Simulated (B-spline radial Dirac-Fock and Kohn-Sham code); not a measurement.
# Relativistic shifts of the levels of Yb⁴⁺

System: the Yb⁴⁺ ion, configuration [Xe] 4f12.

Both columns are ΔSCF binding energies of the configuration average from an atomic code on a B-spline grid: non-relativistic Hartree-Fock with a point nucleus, and Dirac-Fock with a finite nucleus and the Coulomb interaction alone, averaged over the two j levels with weights 2j+1.

| shell | Hartree-Fock (eV) | Dirac-Fock (eV) | shift (eV) | shift (%) |
| --- | --- | --- | --- | --- |
| 1s | 57252.1 | 61678.9 | +4426.84 | +7.73 |
| 2s | 9430.0 | 10591.5 | +1161.46 | +12.32 |
| 2p | 8996.0 | 9376.6 | +380.66 | +4.23 |
| 3s | 2191.6 | 2474.0 | +282.37 | +12.88 |
| 3p | 1993.3 | 2097.4 | +104.11 | +5.22 |
| 3d | 1627.4 | 1612.2 | -15.21 | -0.93 |
| 4s | 488.7 | 556.7 | +67.97 | +13.91 |
| 4p | 406.7 | 430.2 | +23.41 | +5.76 |
| 4d | 258.6 | 254.7 | -3.87 | -1.50 |
| 4f | 71.61 | 64.60 | -7.01 | -9.79 |
| 5s | 104.3 | 114.9 | +10.66 | +10.22 |
| 5p | 77.91 | 80.37 | +2.47 | +3.17 |

Relativity binds 1s, 2s, 2p, 3s, 3p, 4s, 4p, 5s, 5p more strongly, among those listed most of all 4s in relative terms, and 3d, 4d, 4f more weakly, because the contracted s and p shells screen the nucleus better.

Values without a named source are computed, but for edge energies of neutral atoms, which are taken from tables.
